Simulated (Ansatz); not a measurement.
Consider the redistribution: `[NH2][GeH2][NH2]` + `[SiH3]CC[SeH]` → `[NH2][GeH2][CH2][SiH3]` + `NC[SeH]`.

Computed with Ansatz on PBE0-D4/def2-TZVP structures; ΔE is electronic, products minus reactants. CCSD(T)/CBS is the MP2 limit (def2-TZVPP, def2-QZVPP) plus CCSD(T) − MP2 in def2-TZVPP, frozen cores. DFT in def2-TZVPP. B3LYP here is the variant with VWN-RPA as its local correlation; programs differ in this. For Ge, Se outer-core shells are correlated without core-valence functions, which leaves a few kJ/mol of doubt a bond. Scalar relativity is left out up to krypton. Each species was taken in one conformer, which may not be the lowest.

```json
{"level": "B3LYP", "ΔE (kcal/mol)": "11.8"}
{"level": "MP2/def2-TZVPP", "ΔE (kcal/mol)": "12.4"}
```

(1) What does CCSD(T)/CBS give? (Estimate.)

Largest T1 diagnostic among the species: 0.011.

Results:

(1) Computed: +11.8 kcal/mol. The listed levels differ from it by 0.0, 0.6 kcal/mol.

In def2-TZVPP, CCSD(T) changes the Hartree–Fock value by −1.5 kcal/mol (the triples alone add −0.2 kcal/mol) and MP2 by −0.8 kcal/mol.
